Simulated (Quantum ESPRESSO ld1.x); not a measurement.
Question: These are the eigenvalues of the occupied orbitals of an atom or ion with whole-number occupations (hartree). Method: Dirac Kohn-Sham, PBE, spin-unpolarised, spherical densities, point nucleus; computed with ld1.x of Quantum ESPRESSO 7.5.

| orbital | eigenvalue |
|---|---|
| 1s1/2 | -1700.86 |
| 2s1/2 | -315.128 |
| 2p1/2 | -301.148 |
| 2p3/2 | -280.444 |
| 3s1/2 | -102.314 |
| 3p1/2 | -96.3795 |
| 3p3/2 | -92.0296 |
| 3d3/2 | -81.9088 |
| 3d5/2 | -80.9457 |

Which element is it, and in what charge state? The configuration may be excited. Open shells, if any, are shared by 2j + 1.

Answer: Z = 61, promethium, charge +33: Pm33+ in [Ar] 3d10. The list shows which subshells hold electrons but not how many an open one holds; the 1s level, -1700.9 hartree, gives Z - s = 58.3 by -(Z - s)^2/2, which with screening and relativity narrows Z to a few neighbours, and the depths of the outer levels then fix element, charge and occupations together.
